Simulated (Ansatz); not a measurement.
Consider the formal loss of a carbene: `FC[SiH2]CS` → `[CH2]` (triplet) + `F[SiH2]CS`.

Calculated with Ansatz (gas phase, PBE0-D4/def2-TZVP geometries, no zero-point term in ΔE). CBS: MP2 limit from def2 TZ/QZ plus the TZ coupled-cluster correction, frozen cores. This one scheme is used for every species. Triplets are unrestricted, without spin–orbit coupling. One conformer a species, not always the lowest.

`FC[SiH2]CS`:

```xyz
12

F     1.339    1.100   -1.660
C     0.087    0.486   -1.629
Si   -0.620    0.606    0.121
C     0.531   -0.270    1.315
S     0.615   -2.048    0.968
H    -0.555    0.982   -2.364
H     0.213   -0.558   -1.932
H    -0.775    2.039    0.495
H    -1.955   -0.055    0.140
H     0.279   -0.090    2.362
H     1.546    0.103    1.156
H    -0.705   -2.294    1.026
```

`[CH2]` (triplet):

Cartesian coordinates in Å:
```
C -0.240 -0.083 0.109
H 0.510 0.112 0.860
H -0.270 -0.029 -0.969
```

`F[SiH2]CS`:

Z-matrix (Å, degrees):
```
Si
C 1 1.863
F 1 1.604 2 108.0
H 1 1.480 2 110.7 3 118.2
H 1 1.485 2 111.5 3 -117.4
S 2 1.814 1 111.0 3 -56.0
H 2 1.094 1 108.7 3 -171.8
H 2 1.092 1 112.7 3 69.4
H 6 1.343 2 97.1 1 50.0
```

```json
{"level": "HF/def2-TZVPP", "ΔE (eV)": "0.79"}
{"level": "SCS-MP2/def2-TZVPP", "ΔE (eV)": "2.33"}
{"level": "SCS-MP2/def2-QZVPP", "ΔE (eV)": "2.39"}
{"level": "MP2/CBS(def2)", "ΔE (eV)": "2.37"}
```

(1) What does CCSD(T)/CBS give? (Estimate.)

Largest T1 diagnostic among the species: 0.011.

Results:

(1) The calculation gave: +2.35 eV. The listed levels differ from it by -1.56, -0.02, 0.04, 0.02 eV.

The D4 term adds +0.12 eV with B3LYP and +0.07 eV with PBE0; it sums over pairs of atoms, weighted by their polarisabilities, and B3LYP, whose exchange is more repulsive, gets the larger term. In def2-TZVPP, CCSD(T) changes the Hartree–Fock value by +1.47 eV (the triples alone add +0.13 eV) and MP2 by +1.50 eV.

B3LYP here is the variant with VWN-RPA as its local correlation; programs differ in this.
